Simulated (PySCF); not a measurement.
## Cost of excited-state runs on `O=[PH]1CCCCC1`, C5H11OP

Geometry:
```csv
atom,x (Å),y (Å),z (Å)
O1,0.341,-2.640,1.501
P2,0.177,-1.616,0.466
C3,-1.343,-0.612,0.586
C4,-1.356,0.502,-0.451
C5,-0.149,1.427,-0.308
C6,1.168,0.727,-0.632
C7,1.498,-0.359,0.383
H8,0.128,-2.120,-0.837
H9,-1.363,-0.208,1.604
H10,-2.205,-1.276,0.480
H11,-2.274,1.085,-0.343
H12,-1.356,0.064,-1.452
H13,-0.273,2.275,-0.985
H14,-0.111,1.817,0.712
H15,1.976,1.463,-0.648
H16,1.104,0.283,-1.628
H17,2.440,-0.862,0.147
H18,1.591,0.054,1.392
```

PySCF with density fitting, on 1 thread of an Arm Neoverse N1, shared host. Command: `OMP_NUM_THREADS=1 python excited_run.py task.json out`

(1) How long does each of these runs take, and how much memory?
- magnetisability and related constants, BHandHLYP/pcSseg-1; isotopologues
- magnetisability and related constants, PW91/pcseg-1; fitting basis def2-universal-jkfit

Results:

(1) 
| run | level | basis functions | wall time | peak memory (GiB) |
| --- | --- | --- | --- | --- |
| magnetisability and related constants | BHandHLYP/pcSseg-1 | 181 | 48 s | 0.82 |
| magnetisability and related constants | PW91/pcseg-1 | 157 | 51 s | 0.57 |

Times from a shared host are rough.
